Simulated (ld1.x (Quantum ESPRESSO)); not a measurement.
What the settings do to the RRKJ potential of C (Z = 6)

Base potential:

carbon (C), norm-conserving RRKJ (Kleinman–Bylander form), made with ld1.x (Quantum ESPRESSO) 7.5 (PBE, non-relativistic). Core [He], reference 2s2 2p0.5 (charge +1.5). Waves: 2s (bound): rc 1.00 bohr; 2p (bound): rc 1.85 bohr; 3d channel at 0.25 Ry: rc 1.55 bohr. Local part: all-electron potential smoothed inside 1.10 bohr (lloc = -1). Core correction: Bessel-smoothed model core inside 0.50 bohr.

All-electron outer shells of the reference configuration (PBE, non-relativistic, ld1.x):

| shell | level (eV) | outermost node (bohr) | outermost maximum (bohr) |
| --- | --- | --- | --- |
| 2s | -32.77 | 0.37 | 1.16 |
| 2p | -24.05 | – | 1.06 |

Cutoffs, loose and tight: the cutoffs (Ry, on a coarse ladder) from which the occupation-weighted sum of valence levels, in a spherical-Bessel basis at the reference potential, stays within 10 and 1 mRy of its value at 400 Ry. They do not see the model core or the augmentation charge, which bear on the density cutoff. Test errors are all-electron minus pseudo excitation energies from the reference, over the configurations 2s2 2p2; 2s2 2p1; 2s2 2p0; 2s2 2p2.3; 2s1 2p3; 2s0 2p4; 2s1 2p2. A dash means not determined; rows that change the core or the reference have their own tests.

| change | outcome | cutoff, loose | cutoff, tight | bound ghosts | largest test error (meV) |
| --- | --- | --- | --- | --- | --- |
| base | generated | 50 Ry | 80 Ry | none | +199 |
| local potential the s channel | generated | 40 Ry | 100 Ry | none | +213 |
| type TM; local potential all-electron potential smoothed inside 1.40 bohr (lloc = -1) | generated | 40 Ry | 100 Ry | none | +171 |
| reference 2s2 2p2 | generated | 45 Ry | 70 Ry | none | +518 |
| wave 2s (bound): rc 1.00 bohr becomes 2s (bound): rc 1.48 bohr | generated | 40 Ry | 50 Ry | none | +211 |
| core correction Bessel-smoothed model core inside 0.70 bohr | generated | 50 Ry | 80 Ry | none | +211 |
| wave 3d channel at 0.25 Ry: rc 1.55 bohr becomes 3d channel at 2.1 Ry: rc 1.55 bohr | generated | 50 Ry | 80 Ry | none | +199 |
